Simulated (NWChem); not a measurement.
System: C5H5, doublet; SMILES C1C=[C]CC=1

Input file for NWChem:

```
start job
memory heap 200 mb stack 900 mb global 1100 mb
geometry units angstroms noautosym nocenter noautoz
  C     -1.232163    -0.122184     0.000000
  C     -0.443917    -1.204429     0.000000
  C      0.942056    -0.700878     0.000000
  C      0.945125     0.650570     0.000000
  C     -0.473972     1.154154     0.000000
  H     -0.736007    -2.255322     0.000000
  H      1.825857    -1.343083     0.000000
  H      1.821552     1.300750     0.000000
  H     -0.697606     1.776995    -0.884825
  H     -0.697606     1.776995     0.884825
end
basis spherical
  C library 6-31g*
  H library 6-31g*
end
dft
  odft
  mult 2
  xc pbe0
  iterations 150
end
cosmo
  do_cosmo_smd true
  solvent etoac
end
task dft energy
```

Parts of the log:

```
             Northwest Computational Chemistry Package (NWChem) 7.3.0
             --------------------------------------------------------

                             Geometry "geometry" -> ""
                             -------------------------

 Output coordinates in angstroms (scale by  1.889725989 to convert to a.u.)

  No.       Tag          Charge          X              Y              Z
 ---- ---------------- ---------- -------------- -------------- --------------
    1 C                    6.0000    -1.23216300    -0.12218400     0.00000000
    2 C                    6.0000    -0.44391700    -1.20442900     0.00000000
    3 C                    6.0000     0.94205600    -0.70087800     0.00000000
    4 C                    6.0000     0.94512500     0.65057000     0.00000000
    5 C                    6.0000    -0.47397200     1.15415400     0.00000000
    6 H                    1.0000    -0.73600700    -2.25532200     0.00000000
    7 H                    1.0000     1.82585700    -1.34308300     0.00000000
    8 H                    1.0000     1.82155200     1.30075000     0.00000000
    9 H                    1.0000    -0.69760600     1.77699500    -0.88482500
   10 H                    1.0000    -0.69760600     1.77699500     0.88482500

 Effective nuclear repulsion energy (a.u.)     148.2062456763

                                 NWChem DFT Module
                                 -----------------

 Summary of "ao basis" -> "ao basis" (spherical)
 ------------------------------------------------------------------------------
       Tag                 Description            Shells   Functions and Types
 ---------------- ------------------------------  ------  ---------------------
 C                           6-31g*                  6       14   3s2p1d
 H                           6-31g*                  2        2   2s

 in cosmo_initialize ...
 calling solv_data for solv:etoac

 solvent parameters
 solvname_short: etoac
 solvname_long:  ethyl acetate
 dielec:        5.9867
 dielecinf:     1.8832
 nonaqueous SMD model solvent descriptors
 dielec:        5.9867
 sola:          0.0000
 solb:          0.4500
 solc:          0.0000
 solg:         33.6700
 solh:          0.0000
 soln:          1.3723

          ---------------
          -cosmo- solvent
          ---------------
 Cosmo: York-Karplus, doi: 10.1021/jp992097l
 dielectric constant -eps-     =   5.99
 screen = (eps-1)/(eps    )    =   0.83296
 surface charge correction     = lagrangian

   van der Waals surface
 --------------------------

[...]

                                COSMO-SMD solvation results
                                ---------------------------

             internal energy in gas <Psi(g)|H|Psi(g)> =      -193.170377141975
         internal energy in solvent <Psi(s)|H|Psi(s)> =      -193.169744454793
                               delta internal energy  =         0.000632687182 (    0.40 kcal/mol)
   total free energy in solvent <Psi(s)|H+V/2|Psi(s)> =      -193.175179472908
 polarization energy contribution <Psi(s)|V/2|Psi(s)> =        -0.005435018115 (   -3.41 kcal/mol)
    total free energy in solvent including G(SMD-CDS) =      -193.177989095073
                       G(SMD-CDS) energy contribution =        -0.002809622165 (   -1.76 kcal/mol)
     1 M fixed-concentration free energy of solvation =        -0.007611953098 (   -4.78 kcal/mol)

                    DFT Final Alpha Molecular Orbital Analysis
                    ------------------------------------------

 Vector   16  Occ=1.000000D+00  E=-3.175848D-01
              MO Center= -4.3D-02, -2.2D-01,  2.2D-09, r^2= 2.7D+00
   Bfn.  Coefficient  Atom+Function         Bfn.  Coefficient  Atom+Function
  ----- ------------  ---------------      ----- ------------  ---------------
    33      0.306581   3 C  pz               19      0.304410   2 C  pz
    37      0.211862   3 C  pz               23      0.205107   2 C  pz
    61     -0.200020   5 C  pz                5      0.191602   1 C  pz
    47      0.149718   4 C  pz               78      0.143621   9 H  s
    80     -0.143621  10 H  s                77      0.135265   9 H  s

 Vector   17  Occ=1.000000D+00  E=-2.715973D-01
              MO Center= -1.1D+00, -1.3D-01,  2.0D-10, r^2= 2.0D+00
   Bfn.  Coefficient  Atom+Function         Bfn.  Coefficient  Atom+Function
  ----- ------------  ---------------      ----- ------------  ---------------
     3      0.526889   1 C  px                7      0.404865   1 C  px
     6     -0.271535   1 C  s                31      0.168503   3 C  px
    59     -0.164064   5 C  px               17     -0.160340   2 C  px
    45      0.150701   4 C  px               34     -0.124400   3 C  s
    48     -0.124376   4 C  s                 2     -0.109676   1 C  s

 Vector   18  Occ=1.000000D+00  E=-2.376298D-01
              MO Center=  4.0D-03, -1.1D-01, -1.3D-11, r^2= 2.5D+00
   Bfn.  Coefficient  Atom+Function         Bfn.  Coefficient  Atom+Function
  ----- ------------  ---------------      ----- ------------  ---------------
     5      0.366156   1 C  pz               47     -0.335369   4 C  pz
     9      0.279983   1 C  pz               51     -0.269822   4 C  pz
    33     -0.261355   3 C  pz               19      0.210097   2 C  pz
    37     -0.203525   3 C  pz               23      0.160707   2 C  pz

 Vector   19  Occ=0.000000D+00  E=-1.634992D-02
              MO Center= -4.0D-02,  4.3D-02, -7.3D-10, r^2= 3.1D+00
   Bfn.  Coefficient  Atom+Function         Bfn.  Coefficient  Atom+Function
  ----- ------------  ---------------      ----- ------------  ---------------
    51      0.437334   4 C  pz                9      0.401872   1 C  pz
    47      0.341727   4 C  pz                5      0.332420   1 C  pz
    23     -0.320022   2 C  pz               37     -0.293504   3 C  pz
    78      0.285296   9 H  s                80     -0.285296  10 H  s
    19     -0.248200   2 C  pz               33     -0.224872   3 C  pz

[...]
```

Level: PBE0/6-31G* (spherical d), spin-unrestricted, SMD on the gas-phase geometry. In the optimisation the excess spin sits in a' (Cs, its own frame). The geometry was optimised at PBE0/def2-SVP, spin-unrestricted. No frequency run checked for a minimum. No stability test was run on the SCF state. Solvent: ethyl acetate.
